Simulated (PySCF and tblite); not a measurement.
Values are calculated unless marked as measured or tabulated.
C6H7FOS, numbered as in [CH2:1]=[C:2]([S:3][CH3:4])[C:5](=[O:6])/[CH:7]=[CH:8]\[F:9].

Search: ETKDG and KDG, MMFF94s, GFN2-xTB, 200 starts; geometries at GFN2-xTB. Free energies are PBE0-D3(BJ)/pcSseg-1 single points with GFN2-xTB rigid-rotor and vibrational terms (modes under about 100 cm⁻¹ blended into free rotors). Symmetry numbers and mirror images are counted. Conformers within 2.5 kcal/mol (GFN2-xTB free energy) were kept, 4 at most. GIAO shieldings: PBE0/pcSseg-1. Shifts are against TMS (¹H), TMS (¹³C), CFCl3 (¹⁹F) at the same level. Run with PySCF (density fitting) and tblite.

Torsions listed: C1–C2–S3–C4, S3–C2–C5–O6, O6–C5–C7–C8. Of a mirror pair one member is shown.

```
conformer             shape   symmetry  E(GFN2) kcal/mol  E(DFT) kcal/mol
        1   135°, 144°, -8°  C1 (pair)              1.42             0.00
        2   -2°, 141°, 137°  C1 (pair)              0.00             0.98
        3  160°, -40°, 143°  C1 (pair)              0.53             1.22
        4  147°, 125°, 148°  C1 (pair)              1.32             1.87
```

(1) How much do the weights at 298.15 K and the averaged shift of H7 depend on how the conformers are weighted?

The minima are those of GFN2-xTB; planar forms about aryl–S or allylic bonds may be saddles in DFT.

## Answers

(1) 
```json
{"weighting": "DFT energy with thermal terms, symmetry and mirror images (full scheme)", "1 (%)": "84", "2 (%)": "8", "3 (%)": "5", "4 (%)": "3", "δ (ppm)": "6.73", "rms dipole (D)": "2.80"}
{"weighting": "DFT energy with symmetry and mirror images", "1 (%)": "73", "2 (%)": "14", "3 (%)": "9", "4 (%)": "3", "δ (ppm)": "6.58", "rms dipole (D)": "2.83"}
{"weighting": "bare DFT energy", "1 (%)": "73", "2 (%)": "14", "3 (%)": "9", "4 (%)": "3", "δ (ppm)": "6.58", "rms dipole (D)": "2.83"}
{"weighting": "GFN2-xTB energy with symmetry and mirror images", "1 (%)": "6", "2 (%)": "62", "3 (%)": "25", "4 (%)": "7", "δ (ppm)": "5.66", "rms dipole (D)": "2.95"}
{"weighting": "GFN2-xTB free energy", "1 (%)": "11", "2 (%)": "56", "3 (%)": "23", "4 (%)": "10", "δ (ppm)": "5.73", "rms dipole (D)": "2.92"}
{"weighting": "leading conformer alone", "1 (%)": "100", "2 (%)": "0", "3 (%)": "0", "4 (%)": "0", "δ (ppm)": "6.94", "rms dipole (D)": "2.78"}
{"weighting": "equal weights", "1 (%)": "25", "2 (%)": "25", "3 (%)": "25", "4 (%)": "25", "δ (ppm)": "5.92", "rms dipole (D)": "2.84"}
{"weighting": "full scheme, search stopped after three starts", "1 (%)": "100", "2 (%)": "0", "3 (%)": "0", "4 (%)": "0", "δ (ppm)": "6.94", "rms dipole (D)": "2.78"}
```

The largest departure from the full scheme, 1.06 ppm, comes with: GFN2-xTB energy with symmetry and mirror images.


Conformer gaps in pcSseg-1 on xTB geometries can be 2 kcal/mol off for S=O, P=O and other polar bonds.